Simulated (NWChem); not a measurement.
System: BHOF cation; SMILES [OH+]=BF

```xyz
4

O      0.0003    -1.1863     0.0000
B     -0.0002     0.0383     0.0000
F      0.0001     1.2788     0.0000
H     -0.0039    -2.1552     0.0000
```
Atoms are numbered in this order, from 1.

Geometry: optimised at PBE0/def2-SVP.

 Unshifted, non-relativistic core excitations; the lowest 4 roots alone, so stronger bands may lie above.

Task: List the first O K-edge excitations from PBE0/def2-TZVP, restricted-window TDA (NWChem).

Result: 
```
state  energy (eV)  dipole oscillator strength           leading excitation (squared amplitude)
-----  -----------  --------------------------  -----------------------------------------------
S1           523.5                      0.0006    1s of atom 1 or its equivalents → LUMO (0.99)
S2           523.5                      0.0216  1s of atom 1 or its equivalents → LUMO+1 (0.99)
S3           523.5                      0.0216  1s of atom 1 or its equivalents → LUMO+2 (0.99)
S4           525.7                      0.0248  1s of atom 1 or its equivalents → LUMO+3 (0.97)
```
